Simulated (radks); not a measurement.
Species: P3+. Configuration: [Ne] 3s2.

Method: non-relativistic Kohn-Sham, TPSS, spin-polarised, spherical densities, point nucleus; meta-GGA in the generalised Kohn-Sham scheme; computed with a radial shooting solver on a logarithmic mesh with Libxc functionals.

Energy parts (hartree):
| part | energy |
|---|---|
| total | -339.06503 |
| kinetic | 338.66011 |
| electron-nucleus | -790.40566 |
| Hartree | 134.82259 |
| exchange-correlation | -22.14207 |

Orbitals (lengths in bohr, moments of r in powers of bohr; <r^-3> diverges for s and p1/2; r(90%) holds 90 % of the orbital's charge):
orbital  occ.  eigenvalue (hartree)   <1/r>  r(90%)  <r^-3>
1s          2             -78.10490   14.57   0.185       -
2s          2              -7.83213   2.817   0.814       -
2p          6              -6.01300   2.714   0.807   63.07
3s          2              -1.67503  0.8150    2.48       -
3p          0              -1.29590  0.7278    2.77   6.302
3d          0              -0.79385  0.5414    3.48  0.3511

The highest occupied level is 3s at -45.580 eV. The electron density at the nucleus is 2194 e/bohr^3.
